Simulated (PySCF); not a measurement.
PySCF input (B3PW91/6-31G* (5d)):

```python
from pyscf import gto, dft

mol = gto.M(
    atom='''
    S    -0.81280242   -0.12519103    0.56065771
    S     0.89726807    0.12289137   -0.59284163
    H    -1.70325745   -0.52859580   -0.37989177
    H     1.63475489   -0.58119172    0.29133482
    H    -1.28294775    1.14658208    0.60349966
    ''',
    basis='6-31g*',
    charge=1,
    spin=0,
    verbose=4,
)

mf = dft.RKS(mol, xc='b3pw91')
mf.grids.level = 3
mf.conv_tol = 1e-9
mf.max_cycle = 100
mf.max_memory = 1500
mf.kernel()
if not mf.converged:
    mf = mf.newton()
    mf.kernel(mf.make_rdm1())
mf.dip_moment()
```

### Question
Predict the final energy.

### Answer
-797.74480 Eh.
